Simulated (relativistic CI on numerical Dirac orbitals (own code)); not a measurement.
Ni²⁺ (3d8) in a crystal field

Calculated by Dirac-Coulomb-Breit CI, separate exchange-only KLI orbitals for each configuration, a model potential for QED, one configuration in a parametric crystal field, unscaled Slater integrals (own radial code). With so little scaling, terms lie 10 to 35 % too far apart, which can change the order of excited levels.

Field parameters in Wybourne normalisation: Oh B⁴₀ = 21Dq, B⁴₄ = √(5/14) B⁴₀. The field is a parameter set, without covalency.

S is read from ⟨S²⟩ = S(S + 1).

Site symmetry Oh; labels are those of the double group. Computed levels in cm⁻¹ above the lowest, in rising order:

| Δ (size of 10Dq) | Lowest | No. 2 | No. 3 | No. 4 | No. 5 | No. 6 | No. 7 | No. 8 |
| --- | --- | --- | --- | --- | --- | --- | --- | --- |
| 3250 | T2 | 2976 E | 3161 T1 | 3726 T2 | 3824 A2 | 5022 A1 | 5683 T1 | 6595 T2 |
| 5850 | T2 | 5584 E | 5738 T1 | 6187 T2 | 6327 A2 | 9387 A1 | 9966 T1 | 10882 T2 |
| 8450 | T2 | 8188 E | 8326 T1 | 8730 T2 | 8886 A2 | 13649 A1 | 14185 T1 | 15008 E |
| 11050 | T2 | 10783 E | 10918 T1 | 11299 T2 | 11463 A2 | 17747 A1 | 18248 T1 | 18472 E |
| 13650 | T2 | 13364 E | 13512 T1 | 13880 T2 | 14048 A2 | 19421 E | 21655 A1 | 22123 T1 |
| 16250 | T2 | 15912 E | 16108 T1 | 16467 T2 | 16638 A2 | 19668 E | 25360 A1 | 25804 T1 |
| 18850 | T2 | 18277 E | 18705 T1 | 19057 T2 | 19230 A2 | 20009 E | 28857 A1 | 29301 T1 |
| 21450 | T2 | 19422 E | 21303 T1 | 21538 E | 21650 T2 | 21824 A2 | 32080 A1 | 32635 T1 |
| 24050 | T2 | 19634 E | 23901 T1 | 23982 E | 24245 T2 | 24420 A2 | 34336 A1 | 35835 T1 |
| 26650 | T2 | 19721 E | 26499 T1 | 26538 E | 26840 T2 | 27016 A2 | 35088 A1 | 38924 T1 |
| 29250 | T2 | 19777 E | 29098 T1 | 29118 E | 29437 T2 | 29613 A2 | 35514 A1 | 41898 A1 |
| 31850 | T2 | 19817 E | 31697 T1 | 31707 E | 32034 T2 | 32210 A2 | 35853 A1 | 44827 A1 |

Ground-state S against |10Dq| in cm⁻¹: 3250: 1.00, 5850: 1.00, 8450: 1.00, 11050: 1.00, 13650: 1.00, 16250: 1.00, 18850: 1.00, 21450: 1.00, 24050: 1.00, 26650: 1.00, 29250: 1.00, 31850: 1.00.

No abrupt spin change occurs in this range.
